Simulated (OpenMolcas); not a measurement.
A ladder of methods for CH4ClGeO (SMILES [CH3][Ge]([OH])[Cl])

The species is CH4ClGeO (8 atoms), meant as a doublet with charge 0. As SMILES, `[CH3][Ge]([OH])[Cl]`. The coordinates come from a PBE0-D4/def2-TZVP relaxation. This is one conformer, not always the lowest.

```xyz
8

C     0.0700    1.2351   -0.0459
Ge   -0.6615   -0.5535    0.2727
O     0.7146   -1.5046    0.8800
Cl   -1.2471   -1.4321   -1.6394
H     0.4195    1.6524    0.8981
H     0.9069    1.1226   -0.7376
H    -0.6948    1.8762   -0.4809
H     0.5846   -2.4532    0.7971
```

Quantity: the dipole moment, in D. The values are calculated.

| level | kind | program | value (D) | CPU time |
| --- | --- | --- | --- | --- |
| USVWN5/6-31G* (spherical functions) | LDA | OpenMolcas | 1.45 | 41 s |
| U-revPBE/6-31G* (spherical functions) | GGA | OpenMolcas | 1.50 | 57 s |
| UBLYP/6-31G* (spherical functions) | GGA | OpenMolcas | 1.46 | 59 s |
| U-r2SCAN/6-31G* (spherical functions) | meta-GGA | OpenMolcas | 1.57 | 62 s |
| UTPSS/6-31G* (spherical functions) | meta-GGA | OpenMolcas | 1.52 | 66 s |
| UBHLYP/6-31G* (spherical functions) | global hybrid | OpenMolcas | 1.67 | 58 s |
| UPBE0/6-31G* (spherical functions) | global hybrid | OpenMolcas | 1.58 | 57 s |
| UB3LYP/6-31G* (Cartesian functions) | global hybrid | OpenMolcas | 1.54 | 72 s |

All-electron rows without a relativistic Hamiltonian named are non-relativistic. The values span 1.45 to 1.67 D. Magnitudes only. Times are those of the runs behind each value, whatever else they computed, on shared processors of several kinds: orders of magnitude only.
